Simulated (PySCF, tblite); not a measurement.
Isomers of C6H14Ge. Calculated harmonic vibrations of the isolated species, GFN2-xTB (tblite), most abundant isotopes, no scaling. Against measured fundamentals such values can be off by several per cent, at times by over 20. Modes of hydrogen on germanium can be 10 to 20 % off. One conformer each.

Electronic energies: PBE0-D3(BJ)/def2-SVP at its own geometries (PySCF, gas phase).

| SMILES | electronic energy, lowest = 0 (kcal/mol) |
| --- | --- |
| CC[C@@H]1C[CH2][Ge@@H]1[CH3] | 17.2 |
| C[C@H]1CC[CH2][GeH2][CH2]1 | 0.0 |
| [CH3][GeH2][CH]1CCCC1 | 4.8 |

**Question.** How do GFN2-xTB zero-point energies change the relative energies?

**Answer.** 
| SMILES | ZPE (kcal/mol) | of it from modes above 1550 cm⁻¹ | electronic (kcal/mol) | with ZPE, lowest = 0 (kcal/mol) | lowest mode (cm⁻¹) | rings |
| --- | --- | --- | --- | --- | --- | --- |
| C[C@H]1CC[CH2][GeH2][CH2]1 | 113.3 | 56.5 | 0.0 | 0.0 | 117 | 1 |
| [CH3][GeH2][CH]1CCCC1 | 112.5 | 56.8 | 4.8 | 4.0 | 27 | 1 |
| CC[C@@H]1C[CH2][Ge@@H]1[CH3] | 112.7 | 58.2 | 17.2 | 16.6 | 64 | 1 |

The zero-point energies span 0.8 kcal/mol, from `[CH3][GeH2][CH]1CCCC1` to `C[C@H]1CC[CH2][GeH2][CH2]1`. The order is unchanged.

**Question.** And how do the electronic energies of GFN2-xTB itself compare?

**Answer.** `C[C@H]1CC[CH2][GeH2][CH2]1` 0.0; `[CH3][GeH2][CH]1CCCC1` 1.4; `CC[C@@H]1C[CH2][Ge@@H]1[CH3]` 23.8 kcal/mol, lowest = 0. Against the energies above, taken from the same isomer `C[C@H]1CC[CH2][GeH2][CH2]1`, the largest difference is 6.6 kcal/mol. The two levels were optimised apart and needn't hold the same conformer.

**Question.** What do entropy and thermal enthalpy add at 298.15 K and 1 bar (rigid rotor, harmonic oscillator, one conformer each)?

**Answer.** 
```
                      SMILES  point group  symmetry number  S (cal/(mol K))  H − H(0) (kcal/mol)  ZPE + H − H(0) − TS (kcal/mol)
  C[C@H]1CC[CH2][GeH2][CH2]1           C1                1             90.6                 6.08                            92.3
       [CH3][GeH2][CH]1CCCC1           C1                1            100.4                 6.73                            89.3
CC[C@@H]1C[CH2][Ge@@H]1[CH3]           C1                1             98.4                 6.97                            90.3
```
